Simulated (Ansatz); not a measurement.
A nudged elastic band was laid between two geometries of CH4AlClO (8 atoms, charge 0, multiplicity 1).

Method: Ansatz 0.2.0, RKS PBE-D4/6-31G*.

| Quantity | Value |
| --- | --- |
| movable images | 5 |
| climbing image | yes |
| spring | 5.0 eV/Å² |
| optimiser | quadratic models (default) |
| start path | through a guess of the saddle point |
| force threshold | 0.05 eV/Å |
| iteration limit | 60 |
| end points | relaxed |

First end point:

```xyz
8
Properties=species:S:1:pos:R:3
O -0.419 1.808 -1.033
Al -0.284 0.772 0.344
C 0.607 -0.989 0.249
Cl -1.082 -1.762 0.037
H -0.023 1.540 -1.881
H -0.938 1.296 1.693
H 1.199 -1.292 -0.627
H 1.033 -1.431 1.162
```

Last end point:

```xyz
8
Properties=species:S:1:pos:R:3
O -0.166 1.927 -0.880
Al -0.638 0.607 0.130
C 0.242 -1.160 0.027
Cl 1.294 -0.646 1.485
H 0.531 1.799 -1.547
H -1.807 0.888 1.168
H -0.305 -2.060 0.345
H 0.941 -1.412 -0.784
```

**Question.** What changes between the two ends?

**Answer.** No bond is made or broken. The dihedral O1–Al2–C3–Cl4 goes from -97 to 98°. The two ends are copies of one structure, up to a mirror image or an exchange of like atoms.

**Question.** What energy profile does the band end with?

**Answer.** It converged. The highest image is number 4 of 0 to 6, 4.3 kJ/mol above the ends, which have the same energy within 2 meV. The profile has 2 maxima (images 1, 4) with wells between them (image 3): this band takes more than one step, which may be the mechanism or a detour left from its start path. A vibrational analysis at the climbing image gives one clearly imaginary mode, 70i cm⁻¹: a first-order saddle point.

| image | path coordinate (Å) | energy (kJ/mol) | dihedral O1–Al2–C3–Cl4 (°) |
| --- | --- | --- | --- |
| 0 | 0.00 | 0.0 | -97 |
| 1 | 1.17 | 4.2 | -62 |
| 2 | 2.34 | 2.0 | -23 |
| 3 | 3.51 | 1.5 | 17 |
| 4 | 4.68 | 4.3 | 56 |
| 5 | 5.37 | 2.7 | 77 |
| 6 | 6.06 | 0.0 | 98 |

**Question.** What is the geometry of the highest image?

**Answer.** 
```xyz
8
Properties=species:S:1:pos:R:3
O -0.729 1.708 -0.957
Al -0.136 0.864 0.425
C 0.202 -1.094 0.331
Cl 1.365 -1.254 -1.087
H -0.786 1.224 -1.802
H 0.121 1.748 1.726
H 0.718 -1.516 1.208
H -0.663 -1.737 0.100
```

Time of the run: 2.7 min on 1 thread of Intel(R) Xeon(R) Processor @ 2.70GHz (shared host), peak memory 0.16 GiB.
